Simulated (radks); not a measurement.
Values are calculated unless marked as measured or tabulated.
Q: Species: Cs. Configuration: [Xe] 6s1. Level of theory: Dirac Kohn-Sham, PBE, spin-unpolarised, spherical densities, finite nucleus; Fermi nuclear charge, rms radius 4.8041 fm (a radial shooting solver on a logarithmic mesh with Libxc functionals). Some entries of the table are withheld. Estimate them.

orbital,occ.,eigenvalue (eV),<r> (bohr),<r^2> (bohr^2)
1s1/2,2,-35768.49,0.02611,0.0009251
2s1/2,2,-5608.640,0.1117,0.01477
2p1/2,2,(1),0.09403,0.01089
2p3/2,4,(2),0.09992,0.01216
3s1/2,2,-1166.027,0.2987,0.1021
3p1/2,2,-1027.285,0.2887,0.09687
3p3/2,4,-959.7782,0.3005,0.1047
3d3/2,4,-715.9730,0.2714,0.08710
3d5/2,6,-701.6416,0.2751,0.08935
4s1/2,2,-220.0266,0.6948,0.5450
4p1/2,2,-170.2364,0.7207,0.5912
4p3/2,4,-156.4685,0.7481,0.6370
4d3/2,4,-75.5163,0.8307,(3)
4d5/2,6,-73.2318,0.8411,(4)
5s1/2,2,-26.6951,1.742,(5)
5p1/2,2,-14.6421,(6),4.667
5p3/2,4,-13.0130,(7),5.134
6s1/2,1,-2.0860,5.690,36.97

A: 
(1) 2p1/2 eigenvalue (eV): -5276.570
(2) 2p3/2 eigenvalue (eV): -4924.304
(3) 4d3/2 <r^2> (bohr^2): 0.8039
(4) 4d5/2 <r^2> (bohr^2): 0.8241
(5) 5s1/2 <r^2> (bohr^2): 3.423
(6) 5p1/2 <r> (bohr): 2.022
(7) 5p3/2 <r> (bohr): 2.119
